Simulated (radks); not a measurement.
Task: Ce15+, 43 electrons, occupied as [Kr] 4d7. Calculated with a radial shooting solver on a logarithmic mesh with Libxc functionals: scalar-relativistic Kohn-Sham, r2SCAN, spin-polarised, spherical densities, finite nucleus; open shells are filled with parallel spins first (spin-orbit coupling, left out, can overturn this in heavy ions); meta-GGA in the generalised Kohn-Sham scheme; Fermi nuclear charge, rms radius 4.8771 fm. Some entries of the table are withheld. Estimate them.

orbital  occ.  eigenvalue (eV)  <r> (bohr)
1s up       1        -40650.85     0.02458
1s down     1        -40650.85     0.02458
2s up       1        -6793.937      0.1052
2s down     1        -6791.480      0.1052
2p up       3        -6114.656     0.09236
2p down     3        -6112.793     0.09234
3s up       1        -1710.396      0.2775
3s down     1        -1709.898      0.2775
3p up       3        -1493.214      0.2756
3p down     3        -1492.449      0.2755
3d up       5        -1186.226         (1)
3d down     5        -1184.486         (2)
4s up       1        -576.6231      0.6188
4s down     1        -570.4679      0.6193
4p up       3        -502.6035      0.6464
4p down     3        -496.4854      0.6472
4d up       5        -394.9928         (3)
4d down     2        -388.9525         (4)

Result: 
(1) 3d up <r> (bohr): 0.2525
(2) 3d down <r> (bohr): 0.2525
(3) 4d up <r> (bohr): 0.6835
(4) 4d down <r> (bohr): 0.6851
